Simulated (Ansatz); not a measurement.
Ansatz (an electronic-structure program) job for C₂H₄F₂Si, SMILES C(=C)(F)[SiH2]F, PBE/def2-SVPD. Geometry: B3LYP-D3(BJ)/def2-SVP. This is a generated structure with no PubChem entry under its InChIKey; it may be hypothetical. The values are those of a single conformer.

Ansatz 0.2 input:
```yaml
crystal:
  periodic: [false, false, false]
  atoms:
    - {symbol: C, position_ang: [-1.38978297, -1.19484520, 0.00000000]}
    - {symbol: C, position_ang: [-0.09822860, -0.86646144, -0.00000000]}
    - {symbol: F, position_ang: [0.85871896, -1.82815657, -0.00000000]}
    - {symbol: Si, position_ang: [0.59987606, 0.87771190, 0.00000000]}
    - {symbol: F, position_ang: [-0.68392922, 1.88127638, -0.00000000]}
    - {symbol: H, position_ang: [-2.14235945, -0.40439341, -0.00000000]}
    - {symbol: H, position_ang: [-1.71404930, -2.23942530, -0.00000000]}
    - {symbol: H, position_ang: [1.40655283, 1.12280684, -1.22202043]}
    - {symbol: H, position_ang: [1.40655282, 1.12280684, 1.22202043]}
basis:
  gaussian:
    orbitals: def2-SVPD
hamiltonian:
  xc: {name: PBE}
```

Log of the run:

```
WARN ansatz: RAYON_NUM_THREADS=1 ignored (pool sized by the plan → 1); use --threads N
Functional definition: PBE
integrals: 0.07 GiB planned
1192 factors; their error is unknown
mean field: 0.48 GiB planned
mean field evaluation 1: about -15424.6165 eV, gradient 5.6e1 eV
mean field evaluation 2: about -15409.7410 eV, gradient 9.8e1 eV
mean field evaluation 4: about -15431.3450 eV, gradient 7.7e0 eV
mean field evaluation 8: about -15431.4775 eV, gradient 1.5e-1 eV
mean field evaluation 16: about -15431.4246 eV, gradient 1.1e-4 eV
mean field -15431.42459268 eV, -567.0943939858 hartree, gradient 2.1e-5 eV, S^2 0.000000; 0 other end points of the search recorded, 0 dependent functions left out
reference -15431.42463988 eV, -567.0943957202 hartree; 24, 24 occupied and 118, 118 virtual orbitals, 1192 factors
Total energy: -15431.42463988 eV, -567.0943957202 hartree
```

The calculation finished and met its thresholds.

Cost: around 3 core-seconds (rough).
